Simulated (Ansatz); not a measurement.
Job for Ansatz (an electronic-structure program): U-PBE0/def2-TZVPP on InAs, 2S+1 = 3, a spin state set in the input, which need not be the lowest. Elements past Kr take the def2 small-core potentials; no spin–orbit coupling.

Ansatz 0.2 input:
```yaml
crystal:
  periodic: [false, false, false]
  atoms:
    - {symbol: As, position_ang: [0.00000000, 0.00000000, 0.00000000]}
    - {symbol: In, position_ang: [0.00000000, 0.00000000, 2.47900000]}
basis:
  gaussian:
    orbitals: def2-TZVPP
hamiltonian:
  xc: {name: PBE0}
magnetization: {spin_polarized: true, initial_magnetization: 2}
relax: {f_tol: 0.002, max_steps: 120}
```

Program output:

```
WARN ansatz: RAYON_NUM_THREADS=1 ignored (pool sized by the plan → 1); use --threads N
Functional definition: PBE0
integrals: 0.04 GiB planned
855 factors; integrals over basis functions are off by at most 2.8e-4 eV
mean field: 0.60 GiB planned
mean field evaluation 1: about -66005.7715 eV, gradient 1.2e1 eV
mean field evaluation 2: about -66000.2362 eV, gradient 2.9e1 eV
mean field evaluation 4: about -66007.0147 eV, gradient 1.2e0 eV
mean field evaluation 8: about -66007.0283 eV, gradient 3.6e-2 eV
mean field evaluation 16: about -66007.0283 eV, gradient 3.5e-5 eV
mean field evaluation 32: about -66006.9969 eV, gradient 1.8e-6 eV
mean field -66007.02828967 eV, -2425.7135484746 hartree, gradient 9.1e-6 eV, S^2 2.013071; 4 other end points of the search recorded, 0 dependent functions left out
the calculation of the forces begins
reference -66007.02831703 eV, -2425.7135494800 hartree; 28, 26 occupied and 70, 72 virtual orbitals, 855 factors
relax step   1: F+E_penalty+E_count = -66007.02828967 eV  Δ(F+E_penalty+E_count) = +0.000e0 eV  max|allowed force component| = 3.544e-1 eV/Å  Δτ_max = 0.0000 Å  (190 SCF iters, accepted)
these checks for a lower state are left out or cut short: starts, cluster_reference, orbital_swaps, neighbouring_geometries, increment
integrals: 0.04 GiB planned
855 factors; integrals over basis functions are off by at most 2.9e-4 eV
mean field: 0.60 GiB planned
mean field evaluation 64: about -66007.0352 eV, gradient 8.2e-5 eV
mean field evaluation 96: about -66007.0971 eV, gradient 1.2e-7 eV
mean field -66007.09713440 eV, -2425.7160784717 hartree, gradient 6.2e-9 eV, S^2 2.005860; 1 other end points of the search recorded, 0 dependent functions left out
the calculation of the forces begins
reference -66007.09716299 eV, -2425.7160795224 hartree; 28, 26 occupied and 70, 72 virtual orbitals, 855 factors
relax step   2: F+E_penalty+E_count = -66007.09713440 eV  Δ(F+E_penalty+E_count) = -6.884e-2 eV  max|allowed force component| = 1.639e0 eV/Å  Δτ_max = 0.0259 Å  (210 SCF iters, accepted)
these checks for a lower state are left out or cut short: starts, cluster_reference, orbital_swaps, neighbouring_geometries, increment
integrals: 0.04 GiB planned
855 factors; integrals over basis functions are off by at most 4.9e-4 eV
mean field: 0.60 GiB planned
mean field -66007.24928132 eV, -2425.7216697679 hartree, gradient 1.1e-5 eV, S^2 2.007072; 0 other end points of the search recorded, 0 dependent functions left out
the calculation of the forces begins
reference -66007.24931091 eV, -2425.7216708553 hartree; 28, 26 occupied and 70, 72 virtual orbitals, 855 factors
relax step   3: F+E_penalty+E_count = -66007.24928132 eV  Δ(F+E_penalty+E_count) = -1.521e-1 eV  max|allowed force component| = 8.458e-2 eV/Å  Δτ_max = 0.0975 Å  (40 SCF iters, accepted)
these checks for a lower state are left out or cut short: starts, cluster_reference, orbital_swaps, neighbouring_geometries, increment
integrals: 0.04 GiB planned
855 factors; integrals over basis functions are off by at most 5.1e-4 eV
mean field: 0.60 GiB planned
mean field -66007.24986187 eV, -2425.7216911028 hartree, gradient 4.3e-6 eV, S^2 2.007169; 0 other end points of the search recorded, 0 dependent functions left out
the calculation of the forces begins
reference -66007.24989150 eV, -2425.7216921918 hartree; 28, 26 occupied and 70, 72 virtual orbitals, 855 factors
relax step   4: F+E_penalty+E_count = -66007.24986187 eV  Δ(F+E_penalty+E_count) = -5.805e-4 eV  max|allowed force component| = 2.523e-2 eV/Å  Δτ_max = 0.0053 Å  (46 SCF iters, accepted)
these checks for a lower state are left out or cut short: starts, cluster_reference, orbital_swaps, neighbouring_geometries, increment
integrals: 0.04 GiB planned
855 factors; integrals over basis functions are off by at most 5.1e-4 eV
mean field: 0.60 GiB planned
mean field evaluation 128: about -66007.2499 eV, gradient 2.7e-5 eV
mean field -66007.24992011 eV, -2425.7216932431 hartree, gradient 7.3e-6 eV, S^2 2.007213; 0 other end points of the search recorded, 0 dependent functions left out
the calculation of the forces begins
reference -66007.24994976 eV, -2425.7216943329 hartree; 28, 26 occupied and 70, 72 virtual orbitals, 855 factors
relax step   5: F+E_penalty+E_count = -66007.24992011 eV  Δ(F+E_penalty+E_count) = -5.824e-5 eV  max|allowed force component| = 2.041e-4 eV/Å  Δτ_max = 0.0023 Å  (51 SCF iters, accepted)
integrals: 0.04 GiB planned
855 factors; integrals over basis functions are off by at most 5.1e-4 eV
mean field: 0.60 GiB planned
mean field evaluation 160: about -66006.9258 eV, gradient 5.6e-1 eV
mean field -66007.24992011 eV, -2425.7216932431 hartree, gradient 7.3e-6 eV, S^2 2.007213; 3 other end points of the search recorded, 0 dependent functions left out
the calculation of the forces begins
reference -66007.24994976 eV, -2425.7216943329 hartree; 28, 26 occupied and 70, 72 virtual orbitals, 855 factors
Total energy: -66007.24994976 eV, -2425.7216943329 hartree
Atom 0 at     0.000000     0.000000    -0.131059 Å, force    -0.000000    -0.000000     0.000204 eV/Å
Atom 1 at    -0.000000    -0.000000     2.610059 Å, force     0.000000    -0.000000    -0.000204 eV/Å
Dipole moment:    -0.000000     0.000000     0.401963 e Å
```

The run converged.

Cost: roughly 60 core-seconds.
